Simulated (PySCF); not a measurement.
Ge(F)(Br)(NH2)2, H4BrFGeN2, SMILES [NH2][Ge]([Br])([F])[NH2], PBE0/def2-SVP optimised geometry. Atoms within 1.6 Å of the plane z = 1.5 Å (x, y, z in Å): Ge2 (-0.94, -0.84, 0.00), N3 (-1.78, -1.47, 1.47), F4 (-1.37, 0.84, 0.00), Br5 (1.37, -0.84, 0.00), H8 (-1.84, -0.80, 2.23), H9 (-1.43, -2.36, 1.83).

Level of theory: PBE0/def2-TZVP in PySCF 2.14.0. Cells within 0.4 Å of a nucleus heavier than hydrogen are left out (blank, or x).

Map of the log10 of the electron density (e/bohr³), floored at −4 on the plane z = 1.5 Å:

```
|000000000000000000000000000|
|000000000000000000000000000|
|000000000000000000000000000|
|000000000000000000000000000|
|000000000000000000000000000|
|000000000000000000000000000|
|000000111111000000000000000|
|000011222221100000000000000|
|000012233322110000100000000|
|000122333332211111111100000|
|000123334333222222222211000|
|001123344433222333333221100|
|011233444443333344444332100|
|112344555444333444544432210|
|123455666554444455555433210|
|234567777665444555555443210|
|345678888766544555555543210|
|345789999876544555555443210|
|356789xx9876544455555443210|
|356789xx9876544445554432210|
|346789999876543444444332100|
|345678898865433333333321100|
|234567888765432223322211000|
|233456677654322222221110000|
|122345565543211111111000000|
|011233444432110000000000000|
|000122233221000000000000000|
```
Scale: ten equal steps from -4.00 (start of '0') to -0.303 (end of '9'), in the order '0123456789'; x runs from -3.50 to 3.50, y from -3.50 (bottom) to 3.50 (top).
